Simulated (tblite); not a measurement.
Species: C₆H₆Cl₂.
Z-matrix (Å and degrees, GFN2-xTB geometry), rows numbered from 1:
```
Cl
C   1  1.7933
Cl  2  1.7933  1  108.23
C   2  1.4724  1  110.93  3  -121.88
C   4  1.3473  2  127.14  1  -119.94
C   5  1.4432  4  109.22  2  -179.99
C   6  1.3412  5  109.28  4     0.03
C   7  1.4893  6  109.70  5    -0.02
H   2  1.0914  1  106.93  3   114.88
H   5  1.0752  4  126.43  2     0.03
H   6  1.0746  5  123.68  4  -179.97
H   7  1.0739  6  127.34  5  -179.95
H   8  1.0916  4  111.65  2    59.74
H   8  1.0916  4  111.68  2   -59.86
```

Level: GFN2-xTB in tblite, geometry and Hessian alike; calculated harmonic values, unscaled, isolated species. This tight-binding method is rough: wavenumbers can miss measured ones by several per cent, in bad cases by 10 to 20. One conformer, not necessarily the lowest.

Harmonic wavenumbers (cm⁻¹): 39.1, 100.9, 161.9, 226.4, 266.3, 367.7, 408.6, 509.8, 639.6, 646.0, 710.7, 730.5, 792.5, 851.4, 875.9, 902.5, 911.9, 1015.6, 1047.8, 1052.7, 1107.3, 1145.6, 1164.6, 1196.2, 1221.4, 1298.7, 1335.0, 1376.0, 1550.5, 1637.9, 2948.1, 2963.8, 2987.0, 3131.6, 3138.4, 3151.7.

A = 2355, B = 962.0, C = 829.7 MHz; mass 147.985 u (most abundant isotopes); point group Cs, symmetry number 1.

Task: What is the zero-point energy?

Result: Half the sum of the wavenumbers: 21806 cm⁻¹ = 260.86 kJ/mol.

Task: What is S at 298.15 K and 1 bar for an ideal gas of classical rigid rotors and harmonic oscillators?

Result: Translation 171.18, rotation 123.54, vibration 84.33: S = 379.0 J/(mol K).

Task: And Cp and H(298.15 K) − H(0)?

Result: Cp = 127.18 J/(mol K), of which vibrations give 93.92 (their classical limit is 36 R = 299.3); H(298.15 K) − H(0) = 23.26 kJ/mol without the zero-point energy, 13.34 from vibrations.

Task: How do the functions run with temperature in this model?

Result: 
| T (K) | S (J/(mol K)) | Cp (J/(mol K)) | H − H(0) (kJ/mol) | G − H(0) (kJ/mol) | ln q(vib) |
| --- | --- | --- | --- | --- | --- |
| 100 | 283.2 | 62.7 | 4.74 | -23.58 | 1.28 |
| 200 | 335.7 | 92.8 | 12.48 | -54.65 | 3.02 |
| 300 | 379.8 | 127.8 | 23.49 | -90.46 | 4.79 |
| 500 | 460.2 | 188.1 | 55.48 | -174.63 | 8.49 |
| 800 | 561.3 | 240.4 | 120.60 | -328.42 | 13.98 |
| 1000 | 617.3 | 261.5 | 170.91 | -446.41 | 17.40 |

q(vib) and H(0) count from the zero-point level.

Task: Which modes carry the vibrational entropy at 298.15 K?

Result: 39.1 cm⁻¹: 22.19; 100.9 cm⁻¹: 14.38; 161.9 cm⁻¹: 10.57; 226.4 cm⁻¹: 7.98; 266.3 cm⁻¹: 6.78; 367.7 cm⁻¹: 4.56 J/(mol K); the other 30 give 17.87 together.

Hindered rotation and anharmonicity are outside this model. Other conformers, if any are populated, would add a mixing term that is left out.
